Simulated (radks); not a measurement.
Q: Successive ionisation energies (eV) of one element, from differences of total energies of ions in their ground configurations, starting at charge 41: 3256.1, 3368.1, 3480.9, 3627.7, 3745.7, 3864.8, 3984.8, 4105.4. All-electron calculation, scalar-relativistic Kohn-Sham, PBE, spin-polarised, spherical densities, finite nucleus; open shells are filled with parallel spins first (spin-orbit coupling, left out, can overturn this in heavy ions); Fermi nuclear charge, rms radius 5.2022 fm. Program: a radial shooting solver on a logarithmic mesh with Libxc functionals. Which element is it?

A: Holmium (Z = 67). The first species listed is Ho41+ in [Ar] 3d8, the last Ho48+ in [Ar] 3d1.
